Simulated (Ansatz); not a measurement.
Single points on AlI3.

```yaml
crystal:
  periodic: [false, false, false]
  atoms:
    - {symbol: Al, position_ang: [-0.000016, -0.000017, 0.000002]}
    - {symbol: I, position_ang: [2.458897, -0.027934, 0.013177]}
    - {symbol: I, position_ang: [-1.205140, 2.143487, -0.017508]}
    - {symbol: I, position_ang: [-1.253741, -2.115535, 0.004339]}
basis:
  gaussian: {orbitals: def2-TZVP, initial_orbitals: start.molden}
hamiltonian: {xc: hf}
scf: {omitted_lower_state_checks: [starts]}
output: {orbitals: {seedname: orbitals}}
```

The file start.molden holds the orbitals of an earlier run on this structure, at another level or in another basis.

```sh
$ ansatz run in.yaml --threads 4 --pin off --events-out ev --progress --plain --max-ram 3916MiB
```

It prints (some lines left out):

```
Functional definition: HF
1757 factors; their error is unknown
mean field evaluation 1: about -30802.2159 eV, gradient 2.5e1 eV
mean field evaluation 2: about -30802.9267 eV, gradient 7.7e-1 eV
mean field evaluation 4: about -30806.2249 eV, gradient 4.9e0 eV
mean field evaluation 8: about -30806.2382 eV, gradient 1.0e-5 eV
mean field -30806.23816057 eV, -1132.1083711828 hartree, gradient 1.0e-5 eV, S^2 0.000000; 0 other end points of the search recorded, 0 dependent functions left out
reference -30806.23816057 eV, -1132.1083711828 hartree; 44, 44 occupied and 143, 143 virtual orbitals, 1757 factors
Total energy: -30806.23816057 eV, -1132.1083711828 hartree
Checks for a lower state left out: starts
```

Hardware: 4 threads of Arm Neoverse V1 on a shared host. Wall time 3.3 s, peak host memory 0.64 GiB.

The first input with `gaussian: {orbitals: STO-3G}` (abridged; 1 s):

```
Functional definition: HF
mean field -565760.64931484 eV, -20791.3203759787 hartree, gradient 2.0e-5 eV, S^2 0.000000
Total energy: -565760.64931484 eV, -20791.3203759787 hartree
Checks for a lower state left out: starts
```

Geometry: r2SCAN-D4/def2-SVP.

In the def2 sets I takes a core potential, while STO-3G treats all electrons; there is no spin–orbit coupling.
